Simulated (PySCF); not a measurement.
Simulation results for CH7B2Ge, AlBGeH5O, AlBGeH4N, BClGeH3O

All values are calculated (PySCF 2.14.0). Calculation on a computer-drawn molecule: optimised geometry and harmonic frequencies of an isolated molecule of the commonest isotopes, restricted reference for singlets and unrestricted otherwise, frozen core in MP2; on germanium a core potential holds 10 electrons, which the energies leave out, and 3d is frozen in MP2 and coupled-cluster steps.

Common to all runs: charge 1; multiplicity 1; basis and core potential on germanium cc-pVDZ-PP ECP10MDF.

(1) CH7B2Ge

Start structure:
```xyz
11
CH7B2Ge
B     -1.6640    -0.7855    -1.8509
Ge    -0.5637     0.0683    -0.5586
B      1.3247    -0.7408    -0.8893
C     -0.6022     2.0472    -0.3626
H     -2.2040    -1.5016    -2.6525
H     -1.1616    -0.5626     0.7090
H      1.6489    -1.7208    -0.3787
H      2.0495    -0.0593    -1.5491
H     -1.5306     2.2889    -0.1916
H      0.1513     2.3190     0.3548
H     -0.2735     2.4123    -1.3987
```

It was run with method HF and basis cc-pVDZ.

It finds rotational constants 5.28, 4.582, 2.935 GHz; total energy -384.3396 hartree; convergence status largest gradient component 1.986e-05 hartree/bohr.

Drawn bonds:
```
atom  other atom  order
   1           2      1
   2           3      1
   2           4      1
   1           5      1
   2           6      1
   3           7      1
   3           8      1
   4           9      1
   4          10      1
   4          11      1
```

Optimised structure:
```xyz
11
CH7B2Ge
B     -1.7720    -0.8241    -1.7782
Ge    -0.3940     0.0524    -0.3955
B      1.4984    -0.7516    -0.8260
C     -0.6472     1.9904    -0.5584
H     -2.5283    -1.3331    -2.5371
H     -1.0077    -0.5243     0.8842
H      1.6534    -1.5959    -1.6520
H      2.4091    -0.3221    -0.1899
H     -1.6792     2.2704    -0.3518
H     -0.0007     2.4606     0.1843
H     -0.3571     2.3425    -1.5478
```

Modes:
```
frequency (cm⁻¹)  reduced mass (dalton)
           110.5                  1.363
             142                  1.697
           143.6                  1.379
           162.2                  2.216
           166.3                  2.031
           459.8                  5.418
           530.5                  1.143
           538.2                  4.085
           602.9                  2.379
           626.8                  1.386
           665.4                  1.156
           751.1                  1.326
           807.6                  1.222
           894.1                  1.232
           943.4                  1.201
           969.4                  1.327
            1240                  1.119
            1386                  1.187
            1555                  1.052
            1555                  1.051
            2223                   1.02
            2731                  1.047
            2847                  1.132
            2880                  1.098
            3197                  1.032
            3297                  1.104
            3311                  1.106
```

(2) AlBGeH5O

Start structure:
```xyz
9
AlBGeH5O
B     -0.2107     2.3846    -3.3497
Al    -0.2880     0.6825    -2.1834
O      1.1113     0.4949    -1.0350
Ge     2.2697     0.2925     0.0558
H      0.3836     2.3336    -4.3665
H     -0.5538     3.3760    -3.0100
H     -1.0186    -0.6290    -1.7179
H      3.4783    -0.5691    -0.3935
H      1.9986     0.8746     1.5187
```

Here we set method HF and basis cc-pV(D+d)Z.

The calculation gives: rotational constants 13.71, 1.192, 1.124 GHz; total energy -637.5133 hartree; convergence status largest gradient component 3.593e-05 hartree/bohr.

Drawn bonds:
```
atom  other atom  order
   1           2      1
   2           3      1
   3           4      1
   1           5      1
   1           6      1
   2           7      1
   4           8      1
   4           9      1
```

Optimised structure:
```xyz
9
AlBGeH5O
B     -0.1992     2.3767    -3.3986
Al    -0.2213     0.6691    -2.1068
O      1.1546     0.5457    -0.9731
Ge     2.3307     0.2325     0.1625
H      0.3318     2.3379    -4.4715
H     -0.7107     3.4099    -3.0737
H     -1.1801    -0.5516    -1.8966
H      3.5256    -0.5789    -0.2701
H      2.1391     0.7993     1.5465
```

Modes:
```
frequency (cm⁻¹)  reduced mass (dalton)
           73.91                  4.578
           79.87                  1.187
           90.13                  1.485
           131.4                  1.666
           191.5                   5.11
           391.7                  1.116
           408.2                  13.13
           577.2                  3.132
           643.3                  1.302
             668                  1.181
           699.4                  1.315
           738.8                  1.079
           897.3                  1.314
           919.3                  1.125
            1078                  8.056
            1237                  1.126
            2052                  1.044
            2345                  1.013
            2375                  1.029
            2690                  1.052
            2776                  1.124
```

(3) AlBGeH4N

Start structure:
```xyz
8
AlBGeH4N
B      2.5025    -0.1327    -0.7074
Al     0.6978    -0.1458     0.2295
N     -0.8261    -0.1018     1.0742
Ge    -2.3483    -0.0786     1.8220
H      2.9543     0.8693    -1.0755
H      3.1242    -1.1637    -0.8696
H     -2.4467     0.1555     3.3343
H     -3.6695    -0.1873     1.0659
```

Here we set method HF and basis cc-pV(D+d)Z.

The calculation gives: rotational constants 90.67, 1.029, 1.027 GHz; total energy -616.4811 hartree; convergence status largest gradient component 1.203e-05 hartree/bohr.

Drawn bonds:
```
atom  other atom  order
   1           2      1
   2           3      2
   3           4      1
   1           5      1
   1           6      1
   4           7      1
   4           8      1
```

Optimised structure:
```xyz
8
AlBGeH4N
B      2.5405    -0.1430    -0.7187
Al     0.6296    -0.1094     0.2791
N     -0.8474    -0.0834     1.0508
Ge    -2.3431    -0.0568     1.8324
H      2.9978     0.8841    -1.1081
H      3.0929    -1.1877    -0.8564
H     -2.4447     0.1262     3.3326
H     -3.6374    -0.2151     1.0617
```

Modes:
```
frequency (cm⁻¹)  reduced mass (dalton)
            49.3                  1.008
           77.78                  4.652
           78.16                  4.592
           172.7                  6.839
           189.3                   6.93
           393.7                  6.604
           641.1                  1.245
           656.5                  12.82
           666.5                  1.161
           714.5                  1.083
           902.7                  1.301
           955.8                   1.03
            1203                  1.112
            1346                  12.88
            2319                  1.014
            2323                  1.027
            2739                  1.045
            2863                  1.132
```

(4) BClGeH3O

Start structure:
```xyz
7
BClGeH3O
B     -0.0180    -1.1705     0.3272
Ge    -0.5575     0.2955     1.6641
O     -2.2280     0.3374     1.6973
Cl     0.3271     1.7029     2.9684
H      0.1448    -0.9110    -0.8067
H      0.1425    -2.2612     0.7449
H     -2.8548     0.9234     2.2051
```

Settings of this run: method HF and basis cc-pV(D+d)Z.

Results for BClGeH3O: rotational constants 5.917, 2.967, 2.012 GHz; total energy -853.9429 hartree; convergence status largest gradient component 1.155e-05 hartree/bohr.

Drawn bonds:
```
atom  other atom  order
   1           2      1
   2           3      1
   2           4      1
   1           5      1
   1           6      1
   3           7      1
```

Optimised structure:
```xyz
7
BClGeH3O
B      0.0650    -1.2073     0.3113
Ge    -0.7293     0.2456     1.6198
O     -2.4182     0.4043     1.7455
Cl     0.3585     1.5483     2.8129
H      0.2598    -0.8419    -0.7985
H      0.2555    -2.2741     0.7893
H     -2.8353     1.0418     2.3200
```

Modes:
```
frequency (cm⁻¹)  reduced mass (dalton)
           125.9                  4.477
           126.7                  1.041
           162.9                  4.723
           216.7                   6.15
             459                  9.443
           477.4                  1.122
           550.9                  10.19
           707.6                  1.204
           843.1                  4.062
           907.6                  1.417
             954                  1.303
            1188                  1.101
            2773                  1.038
            2929                  1.141
            4060                  1.068
```

(5) BClGeH3O

Start structure:
```xyz
7
BClGeH3O
B      0.0650    -1.2073     0.3113
Ge    -0.7293     0.2456     1.6198
O     -2.4182     0.4043     1.7455
Cl     0.3585     1.5483     2.8129
H      0.2598    -0.8419    -0.7985
H      0.2555    -2.2741     0.7893
H     -2.8353     1.0418     2.3200
```

Settings of this run: method MP2 and basis cc-pV(D+d)Z.

Results for BClGeH3O: rotational constants 5.836, 2.928, 1.985 GHz; total energy -854.4184 hartree; convergence status largest gradient component 2.844e-05 hartree/bohr.

Drawn bonds:
```
atom  other atom  order
   1           2      1
   2           3      1
   2           4      1
   1           5      1
   1           6      1
   3           7      1
```

Optimised structure:
```xyz
7
BClGeH3O
B      0.0626    -1.2011     0.3169
Ge    -0.7279     0.2478     1.6218
O     -2.4567     0.3791     1.7234
Cl     0.3798     1.5507     2.8135
H      0.2641    -0.8351    -0.8017
H      0.2563    -2.2779     0.7953
H     -2.8220     1.0532     2.3310
```

Modes:
```
frequency (cm⁻¹)  reduced mass (dalton)
           116.2                  4.428
           120.4                  1.045
           149.1                  4.856
           197.7                  6.371
           457.4                  10.52
           472.8                  1.113
           547.9                  8.793
           672.3                  1.201
           797.8                  6.316
           881.1                  1.272
           922.6                  1.283
            1132                  1.106
            2699                  1.039
            2855                  1.141
            3742                  1.067
```
